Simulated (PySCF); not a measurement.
CH$_{3}$BeClO, singlet, geometry from GFN2-xTB (such geometries of metal compounds can be far from the true shape); PySCF with PBE/def2-SVPD, polarisability.

The PySCF input:
```python
from pyscf import gto, scf, dft
from pyscf.prop import polarizability

mol = gto.Mole()
mol.atom = '''
    Be    0.094615    0.082820    0.123137
    Cl    1.101042    0.396428    1.562728
    O    -0.674982   -0.217534   -0.963851
    C    -1.452056   -0.560957   -2.052227
    H    -1.507053    0.276706   -2.753278
    H    -1.014497   -1.424708   -2.560921
    H    -2.462425   -0.816542   -1.720551
'''
mol.basis = 'def2-svpd'
mol.charge = 0
mol.spin = 0
mol.verbose = 4
mol.build()

mf = dft.RKS(mol)
mf.xc = 'pbe'
mf.kernel()
alpha = mf.Polarizability().polarizability()[2, 2]
print('alpha_zz =', alpha)
```

The log (banner, timings and long lists left out):

```
site-packages/pyscf/prop/efg/rhf.py:45: UserWarning: Module EFG is under testing
  warnings.warn('Module EFG is under testing')
site-packages/pyscf/prop/efg/dhf.py:30: UserWarning: Module EFG is under testing
  warnings.warn('Module EFG is under testing')
site-packages/pyscf/prop/zfs/uhf.py:40: UserWarning: Module ZFS is under testing
  warnings.warn('Module ZFS is under testing')
site-packages/pyscf/prop/gtensor/uhf.py:43: UserWarning: Module g-tensor is under testing
  warnings.warn('Module g-tensor is under testing')
site-packages/pyscf/prop/gtensor/uks.py:41: UserWarning: Module g-tensor is under testing
  warnings.warn('Module g-tensor is under testing')
site-packages/pyscf/prop/hfc/uks.py:35: UserWarning: Module HFC is under testing
  warnings.warn('Module HFC is under testing')
site-packages/pyscf/prop/magnetizability/rhf.py:39: UserWarning: Module magnetizability is under testing
  warnings.warn('Module magnetizability is under testing')
site-packages/pyscf/prop/magnetizability/uhf.py:37: UserWarning: Module magnetizability is under testing
  warnings.warn('Module magnetizability is under testing')
site-packages/pyscf/prop/magnetizability/rks.py:37: UserWarning: Module magnetizability is under testing
  warnings.warn('Module magnetizability is under testing')
site-packages/pyscf/prop/magnetizability/uks.py:39: UserWarning: Module magnetizability is under testing
  warnings.warn('Module magnetizability is under testing')
site-packages/pyscf/prop/polarizability/uhf.py:34: UserWarning: Module polarizability is under testing
  warnings.warn('Module polarizability is under testing')
site-packages/pyscf/prop/polarizability/rks.py:29: UserWarning: Module polarizability is under testing
  warnings.warn('Module polarizability is under testing')
site-packages/pyscf/prop/polarizability/uks.py:29: UserWarning: Module polarizability is under testing
  warnings.warn('Module polarizability is under testing')
PySCF version 2.14.0

[INPUT] verbose = 4
[INPUT] num. atoms = 7
[INPUT] num. electrons = 38
[INPUT] charge = 0
[INPUT] spin (= nelec alpha-beta = 2S) = 0
[INPUT] symmetry False subgroup None
[INPUT] Mole.unit = angstrom
[INPUT] Symbol           X                Y                Z      unit          X                Y                Z       unit  Magmom
[INPUT]  1 Be     0.094615000000   0.082820000000   0.123137000000 AA    0.178796437276   0.156507117636   0.232695205801 Bohr   0.0
[INPUT]  2 Cl     1.101042000000   0.396428000000   1.562728000000 AA    2.080667831643   0.749140348109   2.953127927189 Bohr   0.0
[INPUT]  3 O     -0.674982000000  -0.217534000000  -0.963851000000 AA   -1.275531119011  -0.411079682781  -1.821414414888 Bohr   0.0
[INPUT]  4 C     -1.452056000000  -0.560957000000  -2.052227000000 AA   -2.743988157531  -1.060055097658  -3.878146975438 Bohr   0.0
[INPUT]  5 H     -1.507053000000   0.276706000000  -2.753278000000 AA   -2.847917425204   0.522898557024  -5.202941364790 Bohr   0.0
[INPUT]  6 H     -1.014497000000  -1.424708000000  -2.560921000000 AA   -1.917121484193  -2.692307927477  -4.839439316647 Bohr   0.0
[INPUT]  7 H     -2.462425000000  -0.816542000000  -1.720551000000 AA   -4.653308852282  -1.543040749205  -3.251370173347 Bohr   0.0

nuclear repulsion = 113.544195625813
number of shells = 46
number of NR pGTOs = 160
number of NR cGTOs = 106
basis = def2-svpd
ecp = {}

******** <class 'pyscf.dft.rks.RKS'> ********
method = RKS
initial guess = minao
damping factor = 0
level_shift factor = 0
DIIS = <class 'pyscf.scf.diis.CDIIS'>
diis_start_cycle = 1
diis_space = 8
diis_damp = 0
SCF conv_tol = 1e-09
SCF conv_tol_grad = None
SCF max_cycles = 50
direct_scf = True
direct_scf_tol = 1e-13
XC library pyscf.dft.libxc version 7.1.2
    S. Lehtola, C. Steigemann, M. J. T. Oliveira, and M. A. L. Marques,  SoftwareX 7, 1–5 (2018)
XC functionals = pbe
    J. P. Perdew, K. Burke, and M. Ernzerhof,  Phys. Rev. Lett. 77, 3865 (1996)
    J. P. Perdew, K. Burke, and M. Ernzerhof,  Phys. Rev. Lett. 78, 1396 (1997)
    J. P. Perdew, K. Burke, and M. Ernzerhof,  Phys. Rev. Lett. 77, 3865 (1996)
    J. P. Perdew, K. Burke, and M. Ernzerhof,  Phys. Rev. Lett. 78, 1396 (1997)
radial grids:
    Treutler-Ahlrichs [JCP 102, 346 (1995); DOI:10.1063/1.469408] (M4) radial grids

becke partition: Becke, JCP 88, 2547 (1988); DOI:10.1063/1.454033
pruning grids: <function nwchem_prune>
grids dens level: 3
symmetrized grids: False
atomic radii adjust function: <function treutler_atomic_radii_adjust>
small_rho_cutoff = 0
Set gradient conv threshold to 3.16228e-05
Initial guess from minao.
tot grids = 90232
init E= -589.809327320678
  HOMO = -0.360494528986952  LUMO = -0.0692895138906131  gap/eV = 7.92409
cycle= 1 E= -589.482588343824  delta_E= 0.327  |g|= 0.797  |ddm|= 3.84
  HOMO = -0.099594064367216  LUMO = -0.00356358118109057  gap/eV = 2.61312
cycle= 2 E= -588.640676635524  delta_E= 0.842  |g|= 2.11  |ddm|= 1.99
  HOMO = -0.249749193283617  LUMO = -0.0260277457107647  gap/eV = 6.08777
cycle= 3 E= -589.599718106722  delta_E= -0.959  |g|= 0.195  |ddm|= 1.37
  HOMO = -0.264893808315262  LUMO = -0.0322306964279808  gap/eV = 6.33109
cycle= 4 E= -589.608562945724  delta_E= -0.00884  |g|= 0.0827  |ddm|= 0.461
  HOMO = -0.262799317392701  LUMO = -0.0310426959705117  gap/eV = 6.30642
cycle= 5 E= -589.610240834785  delta_E= -0.00168  |g|= 0.0226  |ddm|= 0.154
  HOMO = -0.261943613448279  LUMO = -0.0301134414446094  gap/eV = 6.30842
cycle= 6 E= -589.610378087232  delta_E= -0.000137  |g|= 0.00569  |ddm|= 0.0416
  HOMO = -0.262398360138612  LUMO = -0.0303375689136609  gap/eV = 6.31470
cycle= 7 E= -589.61038753678  delta_E= -9.45e-06  |g|= 0.00128  |ddm|= 0.00831
  HOMO = -0.262527311094539  LUMO = -0.030339309568217  gap/eV = 6.31816
cycle= 8 E= -589.610387933493  delta_E= -3.97e-07  |g|= 0.000376  |ddm|= 0.00168
  HOMO = -0.262516495708367  LUMO = -0.0303348240112555  gap/eV = 6.31799
cycle= 9 E= -589.610387966479  delta_E= -3.3e-08  |g|= 6.82e-05  |ddm|= 0.000374
  HOMO = -0.262522155545245  LUMO = -0.0303367377022528  gap/eV = 6.31809
cycle= 10 E= -589.610387967669  delta_E= -1.19e-09  |g|= 7.78e-06  |ddm|= 0.000104
  HOMO = -0.262522185837687  LUMO = -0.0303367235240213  gap/eV = 6.31809
cycle= 11 E= -589.610387967686  delta_E= -1.67e-11  |g|= 4.5e-07  |ddm|= 1.25e-05
  HOMO = -0.262522087316129  LUMO = -0.0303366772695051  gap/eV = 6.31809
Extra cycle  E= -589.610387967686  delta_E= -4.55e-13  |g|= 5.46e-07  |ddm|= 1.34e-06
converged SCF energy = -589.610387967686
Isotropic polarizability 46.9510973341
Polarizability anisotropy 13.151010605
alpha_zz = 54.73472517204737
```
